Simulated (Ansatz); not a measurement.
Mg₃S₄⁻, relaxed as a doublet with UKS B3LYP-D4/def2-SVPD in Ansatz, starting from the GFN1-xTB geometry. Force threshold 0.02 eV/Å.

Another isomer (doublet) lies 2.33 eV lower at PBE0-D4/def2-TZVPD; other spin states weren't run for this one.

Start:

```xyz
7

Mg   -1.844   -1.998    0.750
Mg   -0.176    1.030   -1.031
Mg    0.874   -1.780   -0.304
S     0.942    0.585    1.513
S     1.800    1.861    0.153
S    -1.067    0.965    1.365
S    -0.529   -0.662   -2.445
```

Question: Estimate the energy that the relaxation releases and the steps that it takes.

Answer: 0.83 eV, in 40 steps; 4.8 min on 4 threads of Arm Neoverse V2 on a shared host. The force fell under the threshold at step 39, but the optimiser went on. No frequencies were taken in this run, so the end may be a saddle point.

Question: Does the start keep its bonding?

Answer: Bonds formed: Mg1–S7, Mg3–S5 (atoms count from 1). Metal–metal contacts that move far: Mg1–Mg3 2.92 to 3.54 Å.

Question: Predict the relaxed structure.

Answer: 
Cartesian coordinates in Å:
```
Mg -1.812 -2.826 -0.470
Mg -0.536 0.973 -0.264
Mg 1.280 -1.322 -1.327
S 0.718 0.772 2.026
S 1.979 0.621 0.238
S -0.564 2.465 1.604
S -1.065 -0.684 -1.808
```
Bond lengths (bridged metal pairs left out): 6 × Mg–S 2.33 to 2.63 Å; 2 × S–S 2.17 to 2.19 Å.
